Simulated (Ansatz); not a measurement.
Ansatz results at the PBE0-D4/def2-TZVP geometry: HOMO–LUMO gap (ωB97M-V/def2-TZVPP) 9.67 eV; HOMO energy (PBE/def2-TZVPP) -6.22 eV; size of the dipole moment (ωB97M-V/def2-TZVPP) 1.01 D.

Which molecule gave them?
A. `CBCOC`
B. `[SiH3][SiH]1O[SiH2][SiH2]1`
C. `[CH3][GaH][O]CO`
D. `C=C1C[Se]1`

B. The others give `C=C1C[Se]1`: 9.74, -5.26, 1.44; `CBCOC`: 11.11, -5.86, 0.90; `[CH3][GaH][O]CO`: 10.80, -5.58, 2.00.
